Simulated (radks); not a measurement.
Results of a calculation; reference values are marked as such.
How relativity changes the ionisation of the tantalum ion Ta33+ ([Kr] 4d4) to Ta34+ ([Kr] 4d3). Spin-unpolarised spherical Kohn-Sham, BLYP, point nucleus unless stated (finite: rms radius 5.3507 fm), a radial shooting solver on a logarithmic mesh with Libxc functionals. A level marked "c x" has the speed of light scaled by that factor and shares open shells by 2j + 1; other Dirac levels either fill j = l - 1/2 first or share by 2j + 1.

non-rel.: E(Ta33+) (hartree) -14207.9874; E(Ta34+) (hartree) -14157.4744; IE (eV) 1374.5; HOMO 4d; <r> HOMO (bohr) 0.4386
scalar-rel.: E(Ta33+) (hartree) -15010.8229; E(Ta34+) (hartree) -14960.3145; IE (eV) 1374.4; HOMO 4d; <r> HOMO (bohr) 0.4367
scalar-rel., finite nucleus: E(Ta33+) (hartree) -15008.5448; E(Ta34+) (hartree) -14958.0359; IE (eV) 1374.4; HOMO 4d; <r> HOMO (bohr) 0.4367
Dirac, 2j+1 shares: E(Ta33+) (hartree) -15032.2160; E(Ta34+) (hartree) -14981.7214; IE (eV) 1374.0; HOMO 4d5/2; <r> HOMO (bohr) 0.4392
Dirac, low j first: E(Ta33+) (hartree) -15033.7540; E(Ta34+) (hartree) -14982.8983; IE (eV) 1383.9; HOMO 4d3/2; <r> HOMO (bohr) 0.4331
Dirac, 2j+1 shares, finite nucleus: E(Ta33+) (hartree) -15029.9174; E(Ta34+) (hartree) -14979.4224; IE (eV) 1374.0; HOMO 4d5/2; <r> HOMO (bohr) 0.4392
Dirac, c x 0.85: E(Ta33+) (hartree) -15430.0976; E(Ta34+) (hartree) -15379.6318; IE (eV) 1373.2; HOMO 4d5/2; <r> HOMO (bohr) 0.4397
Dirac, c x 3: E(Ta33+) (hartree) -14288.1332; E(Ta34+) (hartree) -14237.6190; IE (eV) 1374.6; HOMO 4d5/2; <r> HOMO (bohr) 0.4386
Dirac, c x 10: E(Ta33+) (hartree) -14215.1043; E(Ta34+) (hartree) -14164.5912; IE (eV) 1374.5; HOMO 4d5/2; <r> HOMO (bohr) 0.4386

NIST Atomic Spectra Database: 1382 eV (theoretical). The relativistic part of the total energy of Ta33+ is -821.9 hartree (Dirac, 2j+1 shares, finite nucleus), 5.8 % of the non-relativistic value. Spin polarisation and multiplet splitting of open shells are left out at every level.

Beside tabulated values, note that relativity, absent from the non-relativistic runs, is large for the heavy elements, and spin-unpolarised runs miss the spin-polarisation part of the exchange energy of open shells.
